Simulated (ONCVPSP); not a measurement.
## Cutoff test, N, ONCV

```
Element                 : N (Z = 7)
Generator               : ONCVPSP 4.0.1
Type                    : optimised norm-conserving Vanderbilt (ONCV)
Functional              : PW91
Relativity              : non-relativistic
Frozen core             : [He]
Valence charge          : 5
Reference configuration : 2s2 2p3
Partial waves           : 2s: rc 0.80 bohr, ncon 3, nbas 8, qcut 8.5 1/bohr, local; 2p: rc 1.40 bohr, ncon 4, nbas 9, qcut 12.2 1/bohr, 2 projectors, debl 2.7 Ha
Local potential         : the s channel
Core correction         : Teter function, fcfact 2.5, rcfact 1.7
```

Task: For each optimised wave give the share of its norm inside rc, the residual kinetic energy above qcut (Ha) and the cutoffs (Ha) for errors of 10, 1, 0.1 and 0.01 mHa per electron.

Result:

| wave | norm inside rc | residual KE | 10 mHa | 1 mHa | 0.1 mHa | 0.01 mHa |
| --- | --- | --- | --- | --- | --- | --- |
| 2s | 0.179 | 1.7e-04 | 20.2 | 29.6 | 39.6 | 158.3 |
| 2p | 0.553 | 1.2e-09 | 26.0 | 36.8 | 46.0 | 53.7 |
| p projector 2 | 0.103 | 9.5e-09 | 28.0 | 39.8 | 49.7 | 57.7 |

The occupied waves need 37 Ha and 46 Ha for 1 and 0.1 mHa.
